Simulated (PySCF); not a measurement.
# Correlation energy of Tc⁺ (technetium, charge +1)

[Kr] 4d5 5s1, high-spin 7S determinant. Calculation: PySCF 2.14, in x2c-TZVPPall (8s6p6d2f1g, 79 functions); scalar relativity by spin-free X2C-1e. Frozen: [Ar] 3d10; 14 electrons correlated.

MP2 pair energies summed by pair of shells (mhartree):

```tsv
pair	energy	share (%)
4p-4d	-148.43	40.0
4p-4p	-74.91	20.2
4d-4d	-59.13	15.9
4s-4p	-29.99	8.1
4d-5s	-19.51	5.3
4s-4d	-18.93	5.1
4p-5s	-14.31	3.9
4s-4s	-4.68	1.3
4s-5s	-0.93	0.3
```

Total MP2 correlation energy: -370.83 mhartree.

Same-spin part -144.68 and opposite-spin part -226.15 mhartree; SCS-MP2 scales them by 1/3 and 6/5 to -319.61 mhartree.

This basis was not built for core-valence correlation, so the inner-shell part is incomplete.
